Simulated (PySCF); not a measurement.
C₄H₉ClOSi.
Atom-mapped SMILES: `[Cl:1][CH2:2][C@@H:3]1[CH2:4][CH2:5][SiH2:6][O:7]1` (hydrogens: H8, H9 on C2; H10 on C3; H11, H12 on C4; H13, H14 on C5; H15, H16 on Si6)

Cartesian coordinates in Å at the PBE0-D3(BJ)/def2-SVP level; atoms count from 1:
```
atom  x, y, z in Å
Cl1    2.6310   -2.0049    0.4873
C2     2.1140   -0.3117    0.2652
C3     0.6892   -0.1085    0.7399
C4    -0.3623   -0.8961   -0.0492
C5    -1.7277   -0.2397    0.2010
Si6   -1.2263    1.5763    0.3087
O7     0.4068    1.2754    0.6128
H8     2.7973    0.3293    0.8368
H9     2.2013   -0.0635   -0.8023
H10    0.6379   -0.3990    1.8084
H11   -0.3386   -1.9613    0.2243
H12   -0.1086   -0.8333   -1.1223
H13   -2.4625   -0.4820   -0.5801
H14   -2.1522   -0.5647    1.1656
H15   -1.3801    2.3578   -0.9535
H16   -1.8561    2.3378    1.4272
```

The closed-shell ground state was solved at several levels (PySCF, density fitting, gas phase, non-relativistic).

| level | basis functions | total energy (Eh) | HOMO (eV) | LUMO (eV) | gap (eV) | dipole (D) |
| --- | --- | --- | --- | --- | --- | --- |
| wB97X-D/def2-SVPD | 226 | -982.3319 | -10.01 | 1.83 | 11.84 | 1.88 |
| PBE0/pcSseg-1 | 178 | -982.1947 | -8.09 | 0.30 | 8.39 | 1.91 |

**Question.** Estimate the row for mPW1PW91/pcSseg-1, a basis of 178 functions; the other rows only guide the guess.

**Answer.** Total energy -982.7172 Eh, HOMO -8.13 eV, LUMO 0.32 eV, gap 8.45 eV, dipole 1.92 D.

**Question.** Over all these levels, which gives the widest orbital gap and which the narrowest?

**Answer.** wB97X-D/def2-SVPD (range-separated hybrid) has the widest, 11.84 eV, and PBE0/pcSseg-1 (global hybrid, 25 % exact exchange) the narrowest, 8.39 eV. Functional and basis both differ between the two, so the spread mixes both effects.

**Question.** How far do the dipole and the HOMO energy spread over the levels?

**Answer.** The dipole runs from 1.88 to 1.92 D (mean 1.90 D) and the HOMO from -10.01 to -8.09 eV.

One conformer stands for the species.

The pairwise dispersion term of wB97X-D wasn't added to the energies; at a given geometry it leaves orbitals and properties as they are.
